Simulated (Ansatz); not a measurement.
A search over several starts for the lowest SCF solution of Be3Br4⁺ at the given spin, in a small basis.

```yaml
crystal:
  periodic: [false, false, false]
  atoms:
    - {symbol: Be, position_ang: [0.423335, -0.638558, -0.471591]}
    - {symbol: Be, position_ang: [-1.437828, -2.101736, -1.785203]}
    - {symbol: Be, position_ang: [0.569366, 1.785977, 1.461314]}
    - {symbol: Br, position_ang: [-1.616741, -0.295314, -0.285405]}
    - {symbol: Br, position_ang: [0.855382, -2.211356, -1.751020]}
    - {symbol: Br, position_ang: [-0.727735, 2.927442, 2.278639]}
    - {symbol: Br, position_ang: [1.934211, 0.533555, 0.553274]}
basis:
  gaussian: {orbitals: def2-SVP, initial_orbitals: start.molden}
total_charge: 1
magnetization: {spin_polarized: true, initial_magnetization: 1}
hamiltonian: {xc: pbe, dispersion: d4}
output: {orbitals: {seedname: orbitals}}
```

The file start.molden holds the orbitals of an earlier run on this structure, at another level or in another basis.

```sh
$ ansatz run in.yaml --threads 4 --pin off --events-out ev --progress --plain --max-ram 4787MiB
```

It prints (some lines left out):

```
Functional definition: PBE
1782 factors; their error is unknown
mean field evaluation 1: about -281308.4990 eV, gradient 6.9e0 eV
mean field evaluation 2: about -281308.6141 eV, gradient 1.3e-1 eV
mean field evaluation 4: about -281308.3874 eV, gradient 1.1e-3 eV
mean field evaluation 8: about -281306.7152 eV, gradient 1.7e1 eV
mean field evaluation 16: about -281308.3874 eV, gradient 8.3e-2 eV
mean field -281308.38739342 eV, -10337.8925590348 hartree, gradient 1.2e-5 eV, S^2 0.751593; 1 other end points of the search recorded, 0 dependent functions left out
reference -281308.38744962 eV, -10337.8925611000 hartree; 76, 75 occupied and 79, 80 virtual orbitals, 1782 factors
Total energy: -281308.68048470 eV, -10337.9033299405 hartree
```

Run time 8.6 s (4 threads of Intel Xeon on a shared host).

Another isomer (doublet) lies 0.71 eV lower at PBE0-D4/def2-TZVP; other spin states weren't run for this one.
